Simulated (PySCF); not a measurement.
A side-by-side comparison of computed properties.

First species: C7H10F2O.
Cartesian coordinates in Å at the GFN2-xTB level; atoms count from 1:
```
atom  x, y, z in Å
C1     2.5881    1.4496   -0.4916
C2     1.6008    0.5938   -0.6759
C3     0.9312   -0.1538    0.4263
C4     0.8363   -1.6776    0.1692
C5    -0.6236   -1.4988   -0.2538
F6    -1.5195   -2.3802    0.2988
C7    -0.6154   -0.0892    0.3625
O8    -1.1340    0.9598   -0.4299
C9    -2.4959    1.0792   -0.3900
F10   -2.9166    1.5477    0.8343
H11    2.9757    1.6690    0.4897
H12    3.0507    1.9676   -1.3135
H13    1.2221    0.3940   -1.6680
H14    1.3537    0.1337    1.3888
H15    0.9140   -2.2654    1.0804
H16    1.5079   -2.0786   -0.5852
H17   -0.7941   -1.5041   -1.3335
H18   -1.0732   -0.0875    1.3570
H19   -2.7879    1.8262   -1.1354
H20   -3.0254    0.1250   -0.5429
```

Second species: C₇H₁₃FSi₂.
InChI=1S/C7H13FSi2/c1-5-7(8)9-10(5)6-3-2-4-6/h6,10H,2-4,9H2,1H3/t10-/m0/s1

Levels: PBE0/pcSseg-1 for dipole moment, HOMO energy, LUMO energy and HOMO–LUMO gap; GFN2-xTB for rotational constant A and rotational constant C. Geometries: GFN2-xTB. All species are isolated and taken at one optimised geometry, non-relativistic unless stated. Electronic properties by PySCF.

Dipoles, sizes and rotational constants follow the conformer. The torsions of the flexible species, by atom-mapped SMILES:
- `[CH2:1]=[CH:2][C@@H:3]1[CH2:4][C@@H:5]([F:6])[C@@H:7]1[O:8][CH2:9][F:10]`: C1–C2–C3–C4 -130°, C5–C7–O8–C9 83°, C7–O8–C9–F10 71°
- `[CH3:1][C:2]1=[C:3]([F:4])[SiH2:5][Si@@H:6]1[CH:7]1[CH2:8][CH2:9][CH2:10]1`: Si5–Si6–C7–C8 93°

| property | column X | column Y |
| --- | --- | --- |
| dipole moment | 2.42 D | 1.79 D |
| HOMO energy | -7.17 eV | -7.58 eV |
| LUMO energy | 0.01 eV | 0.25 eV |
| HOMO–LUMO gap | 7.18 eV | 7.83 eV |
| rotational constant A | 1.800 GHz | 1.522 GHz |
| rotational constant C | 0.450 GHz | 0.672 GHz |

(1) Which column belongs to which species?

(2) How does each property change from the first species to the second?

Results:

(1) Column X is the second species and column Y the first. The first has 20 atoms and 78 electrons, the second 23 and 92.

(2) dipole moment +0.63 D; HOMO energy +0.41 eV; LUMO energy -0.24 eV; HOMO–LUMO gap -0.65 eV; rotational constant A +0.278 GHz; rotational constant C -0.222 GHz.

On the first: The dipole matches unit charges of opposite sign 0.37 Å apart (1 e·Å = 4.8032 D).

On the second: In atomic units the dipole is 0.95 e·bohr (1 au = 2.5417 D).
